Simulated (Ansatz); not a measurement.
Mo₂P₂. Charge 0, multiplicity 1. Geometry r2SCAN-D4/def2-SVP, basis def2-TZVP, Ansatz.

```xyz
4

Mo   -1.2690    0.2031   -0.0389
Mo   -0.0895    0.9194    1.4862
P     0.2804   -0.4384   -1.6954
P     1.0781   -0.6841    0.2481
```

```tsv
run	HOMO (eV)	LUMO (eV)
A	-3.97	-3.37
B	-4.75	-2.60
C	-4.08	-3.25
D	-4.10	-3.38
E	-6.67	-0.86
```

In the def2 sets Mo takes a core potential; there is no spin–orbit coupling. No other spin state of charge 0 was run. Another isomer (triplet) lies 1.16 eV lower at PBE0-D4/def2-TZVP; other spin states weren't run for this one.

Question: The runs used B97M-V, PBE, PBE0, r2SCAN, ωB97M-V. Estimate which is which.

Answer: A PBE (0 % exact exchange); B PBE0 (25 % exact exchange); C r2SCAN (0 % exact exchange); D B97M-V (0 % exact exchange); E ωB97M-V (range-separated). Exact exchange lowers occupied and raises empty levels; among semilocal functionals meta-GGAs tend to open the gap a little, and such runs are hard to tell apart. The gap grows from 0.60 eV (PBE) to 5.81 eV (ωB97M-V). The restricted singlet is unstable towards broken spin symmetry in Hartree–Fock (as tested in another run); at PBE-D4/def2-TZVP, PBE0-D4/def2-TZVP, r2SCAN-D4/def2-TZVP, B97M-V/def2-TZVP and others this wasn't settled.
